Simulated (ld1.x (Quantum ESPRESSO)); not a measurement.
u(r) = r·R(r): atom against pseudo-atom (strontium)

Columns: radius, all-electron u(r) and pseudo u(r) of the 4p shell (level -22.81 eV) of strontium in the configuration [Ar] 3d10 4s2 4p6 4d0 5s2 5p0; PBEsol, scalar-relativistic, TM scheme, ld1.x (Quantum ESPRESSO) 7.5.

```tsv
r (bohr)	all-electron	pseudo
0.188	-0.0293	0.0359
0.375	-0.4402	0.1392
0.562	-0.1276	0.2991
0.750	0.3289	0.4949
0.938	0.6636	0.6884
1.125	0.8403	0.8304
1.312	0.8935	0.8884
1.500	0.8657	0.8653
1.688	0.7925	0.7925
1.875	0.6994	0.6994
2.062	0.6017	0.6017
2.250	0.5078	0.5078
2.438	0.4229	0.4229
2.625	0.3491	0.3491
2.812	0.2862	0.2862
3.000	0.2333	0.2333
3.188	0.1894	0.1894
3.375	0.1535	0.1535
3.562	0.1241	0.1241
3.750	0.0999	0.0999
3.938	0.0803	0.0803
4.125	0.0645	0.0645
4.312	0.0517	0.0517
4.500	0.0414	0.0414
4.688	0.0330	0.0330
4.875	0.0264	0.0264
```

Q: How many radial nodes do the two functions have?

A: The all-electron 4p function has n − l − 1 = 2 (the table is too coarse to show those close to the nucleus); the pseudo-wave has 0, since the states of the same l below it are removed with the core.

Q: At about which radius was the pseudo-wave matched?

A: 1.70 bohr. The columns agree to 0.0005 from 1.50 bohr on; several derivatives are matched, so the curves merge somewhat inside the radius.

Q: Is the pseudo-wave norm-conserving?

A: Yes: the TM scheme keeps the norm inside the radius equal to the all-electron one, which fixes the energy derivative of the logarithmic derivative at the level.
